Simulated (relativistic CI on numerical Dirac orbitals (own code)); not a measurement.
# Fe³⁺ in a cubic cluster: 2p photoemission with charge transfer

Computed with a charge-transfer multiplet model of a cubic metal-ligand cluster with up to one ligand hole, Slater and spin-orbit integrals from Dirac-Coulomb-Breit ions, Slater integrals scaled by 0.7. The ground state mixes d5 with configurations of k ligand holes L, whose averages lie at kΔ + k(k − 1)U_dd/2; a core hole lowers each added d electron by U_cd. 20 K, Lorentzian 0.6 eV and Gaussian 0.8 eV FWHM.

Atomic integrals in eV (Slater integrals scaled, ζ unscaled), ground: F2dd 8.389, F4dd 5.243, zeta_d 0.056; with the core hole: F2dd 9.601, F4dd 6.036, zeta_d 0.083, zeta_core 8.126, F2cd 5.696, G1cd 4.365, G3cd 2.483.

Cluster parameters (eV): U_dd = 5.6, U_cd = 6.9, 10Dq = 1.7, 10Dq(ligand) = 0, V(eg) = 2, V(t2g) = -0.94, final-state hopping factor = 1.

```csv
Case,n_d,d5,d6L,S
Δ = 1 eV,5.26,0.74,0.26,2.49
Δ = 2 eV,5.21,0.79,0.21,2.49
Δ = 5 eV,5.12,0.88,0.12,2.50
```

Weights, n_d and S are thermal averages at 20 K. Binding energies count from the first peak over 30 % of the highest in each spectrum, which can be another peak from case to case. The parameters are a model scan and need not match a compound or its usual spin state. Peaks in eV (height, largest 100):
- Δ = 1 eV: 0.0 (100), 1.1 (81), 7.2 (32), 8.4 (25), 13.6 (52), 14.7 (52), 21.0 (14), 22.3 (16)
- Δ = 2 eV: 0.0 (100), 6.9 (32), 8.0 (23), 13.7 (50), 14.7 (49), 20.7 (13), 21.9 (15)
- Δ = 5 eV: 0.0 (100), 6.9 (21), 13.8 (47), 14.9 (50), 20.6 (7), 21.7 (8)

Curve for Δ = 2 eV (points under 2 left out, the grid thinned):

```
E (eV)  Intensity
  -3.5        2.1
  -2.9        2.9
  -2.2        4.7
  -1.6        8.9
  -0.9       31.5
  -0.3       88.3
   0.4       87.1
   1.0       76.0
   1.6       71.5
   2.3       50.5
   2.9       40.1
   3.6       26.9
   4.2       19.7
   4.9       17.7
   5.5       17.2
   6.1       19.9
   6.8       31.2
   7.4       26.2
   8.1       23.3
   8.7       19.4
   9.4       13.5
  10.0        8.9
  10.7        6.3
  11.3        6.7
  11.9        9.6
  12.6       20.1
  13.2       40.4
  13.9       48.1
  14.5       48.1
  15.2       42.1
  15.8       25.8
  16.4       17.5
  17.1       11.9
  17.7        9.1
  18.4        6.4
  19.0        5.3
  19.7        6.2
  20.3       10.7
  20.9       12.3
  21.6       13.2
  22.2       12.7
  22.9        4.8
  23.5        2.5
  24.9        2.3
  25.5        2.1
```

For the case Δ = 2 eV, Δ = 2 eV is smaller than U_dd = 5.6 eV, the charge-transfer side of the Zaanen-Sawatzky-Allen scheme. With the core hole the configuration with one ligand hole lies at Δ − U_cd = -5.9, -4.9, -1.9 eV from the one without, in the order of the table; where this is negative the screened configuration lies lower, though the effective hopping of about 3.2 eV (from the holes of the mixed ground state) mixes the two strongly wherever it is as large as the gap.

With at most 1 ligand hole the space is cut while the next configuration still counts, so covalency is underestimated, and a final configuration with one more ligand hole, which can lie low, is missing from the spectra.
